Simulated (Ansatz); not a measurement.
Species: CF3O2S, charge 0, multiplicity 2. It need not be the lowest isomer of its formula. SMILES: O=[S](=O)C(F)(F)F
Coordinates optimised at B3LYP-D3(BJ)/def2-TZVP (Ansatz, a quantum-chemistry and plane-wave program):
```xyz
7

S      1.0595     0.2214    -0.0030
O      1.4891    -0.4178     1.2270
O      1.0503     1.6631    -0.1700
C     -0.7980    -0.3121    -0.2142
F     -1.5151     0.1998     0.7735
F     -1.2341     0.1417    -1.3785
F     -0.8596    -1.6339    -0.1864
```
Charge 0, spin multiplicity 2.

Parts of the frozen-core correlation energy in cc-pV(T+d)Z (Ansatz, hartree). Frozen orbitals: 11; correlated occupied orbitals by spin: 22 and 21; virtual: 186 and 187. UHF or UKS for open shells. No spin-orbit coupling. No relativistic terms.

| term | value |
|---|---|
| reference (HF) | -883.55961 |
| MP2 opposite-spin | -1.13033 |
| MP2 same-spin | -0.41891 |
| CCSD correlation | -1.54612 |
| (T) | -0.06369 |
| T1 diagnostic | 0.018 |
| largest doubles amplitude | 0.034 |
| <S^2> of the reference | 0.793 |
